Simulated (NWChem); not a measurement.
Program: NWChem. System: H2B, charge 0, spin multiplicity 2, at a geometry optimised with UPBE0/def2-SVP. The structure started from a generated list of species. Its SCF solution wasn't tested for a lower state. Level: UHF/def2-QZVP.

Job file:

```
start mol
memory heap 200 mb stack 900 mb global 1100 mb
geometry units angstroms nocenter noautoz
  B      0.000000     0.000000     0.147828
  H      1.088215     0.000000    -0.369570
  H     -1.088215     0.000000    -0.369570
  symmetry group C2v
end
basis spherical
  * library def2-qzvp
end
scf
  uhf
  nopen 1
  maxiter 100
  thresh 1e-7
  semidirect memsize 60000000 filesize 0
  # guess.movecs holds the orbitals of an unrestricted PBE0 run
  vectors input guess.movecs output mol.movecs
end
task scf energy
```

NWChem printed:

```
             Northwest Computational Chemistry Package (NWChem) 7.3.0
             --------------------------------------------------------

                                NWChem Input Module
                                -------------------

 Scaling coordinates for geometry "geometry" by  1.889725989
 (inverse scale =  0.529177249)

 Turning off AUTOSYM since
 SYMMETRY directive was detected!

                             Geometry "geometry" -> ""
                             -------------------------

 Output coordinates in angstroms (scale by  1.889725989 to convert to a.u.)

  No.       Tag          Charge          X              Y              Z
 ---- ---------------- ---------- -------------- -------------- --------------
    1 B                    5.0000     0.00000000     0.00000000     0.14782800
    2 H                    1.0000     1.08821500     0.00000000    -0.36957000
    3 H                    1.0000    -1.08821500     0.00000000    -0.36957000

 Effective nuclear repulsion energy (a.u.)       4.6348224837

            Nuclear Dipole moment (a.u.)
            ----------------------------
        X                 Y               Z
 ---------------- ---------------- ----------------
     0.0000000000     0.0000000000     0.0000000000

      Symmetry information
      --------------------

 Group name             C2v
 Group number             16
 Group order               4
 No. of unique centers     2

      Symmetry unique atoms

     1    2


 Summary of "ao basis" -> "" (spherical)
 ------------------------------------------------------------------------------
       Tag                 Description            Shells   Functions and Types
 ---------------- ------------------------------  ------  ---------------------
 *                         def2-qzvp                  on all atoms

 Summary of "ao basis" -> "ao basis" (spherical)
 ------------------------------------------------------------------------------
       Tag                 Description            Shells   Functions and Types
 ---------------- ------------------------------  ------  ---------------------
[...]
 Vector    6  Occ=0.000000D+00  E= 1.202539D-01  Symmetry=b1
              MO Center=  6.8D-13,  3.5D-16,  8.4D-01, r^2= 1.1D+01
   Bfn.  Coefficient  Atom+Function         Bfn.  Coefficient  Atom+Function
  ----- ------------  ---------------      ----- ------------  ---------------
    17      2.491164  1 B  px                61     -1.513617  2 H  s
    91      1.513617  3 H  s                 14     -0.943786  1 B  px
    60      0.732476  2 H  s                 90     -0.732476  3 H  s
    11     -0.334772  1 B  px

 center of mass
 --------------
 x =   0.00000000 y =   0.00000000 z =   0.12804627

 moments of inertia (a.u.)
 ------------------
           1.628718345441           0.000000000000           0.000000000000
           0.000000000000          10.152694189720           0.000000000000
           0.000000000000           0.000000000000           8.523975844279

  Mulliken analysis of the total density
  --------------------------------------

    Atom       Charge   Shell Charges
 -----------   ------   -------------------------------------------------------
    1 B    5     5.01   1.01  0.00  0.70  0.25  0.34  0.70  0.18  0.45  0.73  0.50  0.07  0.00  0.03  0.02  0.00  0.00  0.00
    2 H    1     1.00   0.12  0.34  0.43  0.09  0.00  0.01  0.01  0.00  0.00  0.00
    3 H    1     1.00   0.12  0.34  0.43  0.09  0.00  0.01  0.01  0.00  0.00  0.00

  Mulliken analysis of the alpha density
  --------------------------------------

    Atom       Charge   Shell Charges
 -----------   ------   -------------------------------------------------------
    1 B    5     3.01   0.51  0.00  0.35  0.12  0.19  0.42  0.12  0.31  0.51  0.38  0.06  0.00  0.01  0.01  0.00  0.00  0.00
    2 H    1     0.50   0.06  0.17  0.21  0.04  0.00  0.00  0.01  0.00  0.00  0.00
    3 H    1     0.50   0.06  0.17  0.21  0.04  0.00  0.00  0.01  0.00  0.00  0.00

   Mulliken analysis of the beta density
   -------------------------------------

    Atom       Charge   Shell Charges
 -----------   ------   -------------------------------------------------------
    1 B    5     2.00   0.51  0.00  0.35  0.13  0.14  0.29  0.06  0.14  0.22  0.12  0.01  0.00  0.02  0.01  0.00  0.00  0.00
    2 H    1     0.50   0.06  0.17  0.22  0.05  0.00  0.00  0.00  0.00  0.00  0.00
    3 H    1     0.50   0.06  0.17  0.22  0.05  0.00  0.00  0.00  0.00  0.00  0.00

   Mulliken analysis of the spin density
   -------------------------------------

    Atom       Charge   Shell Charges
 -----------   ------   -------------------------------------------------------
    1 B    5     1.01   0.00  0.00 -0.00 -0.01  0.05  0.13  0.06  0.17  0.29  0.26  0.05 -0.00 -0.00 -0.00 -0.00 -0.00  0.00
    2 H    1    -0.00   0.00  0.00 -0.00 -0.01  0.00  0.00  0.00  0.00  0.00  0.00
    3 H    1    -0.00   0.00  0.00 -0.00 -0.01  0.00  0.00  0.00  0.00  0.00  0.00

       Multipole analysis of the density wrt the origin
       ------------------------------------------------

     L   x y z        total         alpha         beta         nuclear
     -   - - -        -----         -----         ----         -------
     0   0 0 0     -0.000000     -4.000000     -3.000000      7.000000

     1   1 0 0      0.000000      0.000000      0.000000      0.000000
     1   0 1 0      0.000000     -0.000000      0.000000      0.000000
     1   0 0 1     -0.173565     -0.662908      0.489344      0.000000

     2   2 0 0     -6.305590     -7.907562     -6.855822      8.457794
     2   1 1 0      0.000000      0.000000      0.000000      0.000000
     2   1 0 1     -0.000000     -0.000000      0.000000      0.000000
     2   0 2 0     -4.934389     -3.071368     -1.863022      0.000000
     2   0 1 1     -0.000000      0.000000     -0.000000      0.000000
     2   0 0 2     -7.100893     -6.240155     -2.226418      1.365681

 Task  times  cpu:        4.5s     wall:        4.5s

 Total times  cpu:        4.5s     wall:        4.5s
```
